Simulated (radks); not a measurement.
Values are calculated unless marked as measured or tabulated.
The nuclear charge of neutral chlorine is varied continuously with 17 electrons held in [Ne] 3s2 3p5. Code: a radial shooting solver on a logarithmic mesh with Libxc functionals. Model: scalar-relativistic Kohn-Sham, PBEsol, spin-unpolarised, spherical densities, finite nucleus; Fermi nuclear charge, rms radius 3.3654 fm. By the Hellmann-Feynman theorem dE/dZ = E(electron-nucleus)/Z, the electronic potential at the nucleus (averaged over a nucleus of fixed radius). The scalar-relativistic energy here is not variational (the density holds large components alone), so the two differ by a part that grows with Z.

| Z | E (hartree) | E(electron-nucleus)/Z (hartree) | HOMO | e(HOMO) (eV) | <r> HOMO (bohr) |
|---|---|---|---|---|---|
| 16.75 | -444.72001 | -63.4460 | 3p | -5.791 | 1.941 |
| 17 | -460.74032 | -64.6763 | 3p | -8.562 | 1.843 |
| 17.25 | -477.06826 | -65.9049 | 3p | -11.585 | 1.758 |
| 17.5 | -493.70349 | -67.1323 | 3p | -14.849 | 1.682 |
| 17.75 | -510.64575 | -68.3587 | 3p | -18.346 | 1.614 |
| 18 | -527.89485 | -69.5844 | 3p | -22.069 | 1.553 |

The central difference of E at Z = 17 is -64.696 hartree, to compare with the third column; the second derivative is -4.92 hartree.
